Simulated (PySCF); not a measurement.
A calculated (PBE0, PySCF 2.14, x2c-TZVPPall with one added diffuse shell each of s, p, d, f type, the spin-free X2C one-electron Hamiltonian (Gaussian nucleus)) atom or ion has these occupied shells.

```
shell  electrons  orbital energy (eV)  rms radius, mean of both spins (bohr)
 1s α          1              -6476.0                                 0.0703
 1s β          1              -6476.0                                 0.0703
 2s α          1              -767.48                                  0.303
 2s β          1              -765.04                                  0.303
 2p α          3              -650.47                                  0.274
 2p β          3              -648.40                                  0.274
 3s α          1              -101.79                                  0.916
 3s β          1              -95.094                                  0.916
 3p α          3              -69.136                                  0.985
 3p β          3              -61.970                                  0.985
 3d α          5              -18.741                                   1.32
 4s α          1              -13.307                                   2.98
```

Name the element and its charge.

Mn⁺ (manganese, charge +1), in [Ar] 3d5 4s1, high-spin 7S determinant.
